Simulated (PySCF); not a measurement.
**Electronic structure of Al (aluminium, neutral) at the UHF level**

Configuration: [Ne] 3s2 3p1, 2P determinant. Computed with PySCF 2.14 in x2c-TZVPPall, with the spin-free X2C one-electron Hamiltonian (Gaussian nucleus).

```
Total energy                                                  : -242.310108 hartree
One-electron energy                                           : -337.2431 hartree
Hartree (Coulomb) energy                                      : 113.0780 hartree
Exchange energy                                               : -18.1450 hartree
⟨S²⟩                                                          : 0.7698
⟨L²⟩                                                          : 2.060
Sum of ⟨r⟩                                                    : 13.66 bohr
Sum of ⟨r²⟩                                                   : 32.93 bohr²
Traceless quadrupole moment −½Σ⟨3z² − r²⟩ along its main axis : -5.60 e·bohr²
Langevin diamagnetic susceptibility                           : -26.1 ×10⁻⁶ cm³/mol
```

```json
{"shell": "1s α", "electrons": "1", "mean orbital energy (eV)": "-1595.1", "spread (eV)": "0", "rms radius, mean of both spins (bohr)": "0.139"}
{"shell": "1s β", "electrons": "1", "mean orbital energy (eV)": "-1595.0", "spread (eV)": "0", "rms radius, mean of both spins (bohr)": "0.139"}
{"shell": "2s α", "electrons": "1", "mean orbital energy (eV)": "-134.09", "spread (eV)": "0", "rms radius, mean of both spins (bohr)": "0.676"}
{"shell": "2s β", "electrons": "1", "mean orbital energy (eV)": "-133.99", "spread (eV)": "0", "rms radius, mean of both spins (bohr)": "0.676"}
{"shell": "2p α", "electrons": "3", "mean orbital energy (eV)": "-87.563", "spread (eV)": "0.200", "rms radius, mean of both spins (bohr)": "0.674"}
{"shell": "2p β", "electrons": "3", "mean orbital energy (eV)": "-87.368", "spread (eV)": "0.255", "rms radius, mean of both spins (bohr)": "0.674"}
{"shell": "3s α", "electrons": "1", "mean orbital energy (eV)": "-11.593", "spread (eV)": "0", "rms radius, mean of both spins (bohr)": "2.81"}
{"shell": "3s β", "electrons": "1", "mean orbital energy (eV)": "-9.905", "spread (eV)": "0", "rms radius, mean of both spins (bohr)": "2.81"}
{"shell": "3p α", "electrons": "1", "mean orbital energy (eV)": "-5.917", "spread (eV)": "0", "rms radius, mean of both spins (bohr)": "3.67"}
```

Densities and radii are taken from the X2C orbitals without a picture-change correction, which distorts them close to the nucleus.

Spin-orbit constants ζ (cm⁻¹) from the X2C one-electron operator on these orbitals: bare nucleus, nucleus screened by l(l+1)(2l+1)/3 electrons, and screened by the Breit-Pauli mean field of the electrons.

| shell | bare | screened nucleus | mean field |
| --- | --- | --- | --- |
| 2p | 2667 | 2257 | 2071 |
| 3p | 83.63 | 70.76 | 63.08 |

To first order the Landé constant is A = 63.08 cm⁻¹, so the lowest level has J = 1/2 and lies 0.00782 eV below the centre of the term.
